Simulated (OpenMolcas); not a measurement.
# Tc5+: moving or changing the point charges

Tc5+ among 8 point charges of -1.2 e arranged as a cube (Oh), 2.26 Å from the ion.

| Quantity | Value |
| --- | --- |
| Program | OpenMolcas |
| Method | CASSCF |
| Basis | ANO-RCC-VDZP [6s5p3d1f] |
| Scalar Hamiltonian | DKH2, point nucleus |
| Active space | 2 electrons in 5 orbitals (4d) |
| State averaging | 2S+1 = 3 even, 10 roots; 2S+1 = 1 even, 15 roots |
| Spin-orbit coupling | state interaction with AMFI integrals over the reference wave functions |

Runs around this geometry, states (labels of O, the rotations of Oh). Energies in cm-1 above the lowest state or level, χT in cm3 K/mol; 10Dq and B are least-squares fits to the states below 45000 cm-1, weighted by degeneracy, with a free offset, and given where the rms deviation is under 5 % of |10Dq| (or 100 cm-1) and under 700 cm-1; 10Dq is negative for this site.

```csv
R (Å),q (e),Ground state,First state of that spin,10Dq,B (rms of fit),First gap with spin-orbit (degeneracies),χT at 300 K,First state of another spin
2.26,-0.6,3A2,3T2 1182,-1191,938 (10),"795.9 (3, 2)",0.211,1E 13156
2.14,-1.2,3A2,3T2 3058,-3103,940 (21),"2569 (3, 2)",0.230,1E 13866
2.26,-1.2,3A2,3T2 2344,-2372,939 (15),"1857 (3, 2)",0.188,1E 13663
2.49,-1.2,3A2,3T2 1470,-1480,938 (10),"1041 (3, 2)",0.187,1E 13311
```

Taking |10Dq| as R^-n, n = -ln(1480 / 3103) / ln(2.49 / 2.14) = 4.9 between the shortest and longest distance. The point-charge formula for a cubic d site gives n = 5.

Scaling the charges by -0.6 / -1.2 = 0.50 scales |10Dq| by 1191 / 2372 = 0.50; with fixed orbitals a first-order splitting would follow the charge.

Without dynamic correlation the repulsion within the d shell is too large (B by tens of per cent), so at a given field states of lower spin stand too high. Spin-orbit coupling mixes the spin-free states strongly: the lowest level takes only 50 % from its leading state, 3A2 (figures for R = 2.26, q = -0.6; the like holds for R = 2.49, q = -1.2). The ground term spreads over less than 5000 cm-1, several times less than with real ligands, so orbital moments are less quenched and χT lies further from the spin-only value than at real sites (holds for R = 2.26, q = -0.6; R = 2.26, q = -1.2; R = 2.49, q = -1.2). Point charges carry no covalency, so the field is a model and not that of real ligands. No measured value stands beside these numbers.
